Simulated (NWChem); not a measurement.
System meant: C5H2F2; SMILES C(C=C=C(F)F)#C

Input file for NWChem:

```
start job
memory heap 200 mb stack 900 mb global 1100 mb
geometry units angstroms noautoz
  C      0.709009     3.288448     0.000000
  C      0.007989     2.282744     0.000000
  C     -0.846626     1.142482     0.000000
  C     -0.434186    -0.122414     0.000000
  C     -0.016224    -1.368349     0.000000
  F      0.218680    -2.092411     1.091753
  F      0.218680    -2.092411    -1.091753
  H      1.338535     4.167566     0.000000
  H     -1.936573     1.356167     0.000000
end
basis spherical
  C library def2-svp
  F library def2-svp
  H library def2-svp
end
dft
  odft
  mult 2
  xc pbe0
  iterations 150
  mulliken
end
task dft energy
```

End of the output:

```
 ==============================================================================
                                 internuclear angles
 ------------------------------------------------------------------------------
        center 1       |       center 2       |       center 3       |  degrees
 ------------------------------------------------------------------------------
    2 C                |   1 C                |   8 H                |   179.27
    1 C                |   2 C                |   3 C                |   178.03
    2 C                |   3 C                |   4 C                |   125.09
    2 C                |   3 C                |   9 H                |   115.76
    4 C                |   3 C                |   9 H                |   119.15
    3 C                |   4 C                |   5 C                |   179.51
    4 C                |   5 C                |   6 F                |   124.88
    4 C                |   5 C                |   7 F                |   124.88
    6 F                |   5 C                |   7 F                |   110.23
 ------------------------------------------------------------------------------
                            number of included internuclear angles:          9
 ==============================================================================

 Summary of "ao basis" -> "" (spherical)
 ------------------------------------------------------------------------------
       Tag                 Description            Shells   Functions and Types
 ---------------- ------------------------------  ------  ---------------------
 C                          def2-svp                 6       14   3s2p1d
 F                          def2-svp                 6       14   3s2p1d
 H                          def2-svp                 3        5   2s1p

                                 NWChem DFT Module
                                 -----------------

 Summary of "ao basis" -> "ao basis" (spherical)
 ------------------------------------------------------------------------------
       Tag                 Description            Shells   Functions and Types
 ---------------- ------------------------------  ------  ---------------------
 C                          def2-svp                 6       14   3s2p1d
 F                          def2-svp                 6       14   3s2p1d
 H                          def2-svp                 3        5   2s1p

      Symmetry analysis of basis
      --------------------------

        a'         72
        a"         36

  number of electrons :                   50
  multiplicity        :                    2
 ------------------------------------------------------------------------
  no. of electrons and multiplicity not compatible                  50
 ------------------------------------------------------------------------
 ------------------------------------------------------------------------
  current input line :
    26: task dft energy
 ------------------------------------------------------------------------
 ------------------------------------------------------------------------
 There is an error in the input file
 ------------------------------------------------------------------------
 For more information see the NWChem manual at https://nwchemgit.github.io

0: no. of electrons and multiplicity not compatible:Received an Error in Communication
```

Task: Can this run be used? If not, why, and what is the fix?

Result: The program refused the input. Cause: the multiplicity doesn't fit the number of electrons (an even count wants an odd multiplicity, and the reverse). This input runs:
```
start job
memory heap 200 mb stack 900 mb global 1100 mb
geometry units angstroms noautoz
  C      0.709009     3.288448     0.000000
  C      0.007989     2.282744     0.000000
  C     -0.846626     1.142482     0.000000
  C     -0.434186    -0.122414     0.000000
  C     -0.016224    -1.368349     0.000000
  F      0.218680    -2.092411     1.091753
  F      0.218680    -2.092411    -1.091753
  H      1.338535     4.167566     0.000000
  H     -1.936573     1.356167     0.000000
end
basis spherical
  * library def2-svp
end
dft
  xc pbe0
  iterations 150
  mulliken
end
task dft energy
```
It converges to -390.54761 Ha (PBE0/def2-SVP).
